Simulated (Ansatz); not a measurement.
Cartesian coordinates (Å):
SMILES: c1cc2ccc(C)nc2cc1
```xyz
20

C      3.2623    -0.7278     0.4327
C      1.8716    -0.2228     0.1507
C      1.6931     1.0439    -0.4880
C      0.4232     1.4998    -0.7430
C     -0.6931     0.7049    -0.3678
C     -2.0412     1.0910    -0.5894
C     -3.0770     0.2680    -0.1984
C     -2.8043    -0.9736     0.4296
C     -1.5041    -1.3741     0.6574
C     -0.4152    -0.5489     0.2665
N      0.8546    -0.9788     0.5084
H      3.8444    -0.8239    -0.4991
H      3.2064    -1.7080     0.9229
H      3.8113    -0.0293     1.0862
H      2.5689     1.6348    -0.7659
H      0.2570     2.4647    -1.2301
H     -2.2436     2.0499    -1.0742
H     -4.1126     0.5701    -0.3714
H     -3.6345    -1.6156     0.7340
H     -1.2672    -2.3245     1.1388
```
Charge 0, multiplicity 1.

Calculation: frozen-core CCSD(T)/cc-pVDZ // B3LYP-D3(BJ)/def2-SVP (Ansatz, an electronic-structure program). The restricted HF reference is unstable towards unrestricted orbitals.

The HF energy comes out as -438.42199 Ha. The MP2 correlation energy comes out as -1.46675 Ha.

Estimate the CCSD correlation energy, the (T) correction, the total energy and the T1 diagnostic.


```json
{
  "CCSD correlation energy": "-1.52185 Ha",
  "(T) correction": "-0.07019 Ha",
  "CCSD(T) total energy": "-440.01403 Ha",
  "T1 diagnostic": "0.012"
}
```
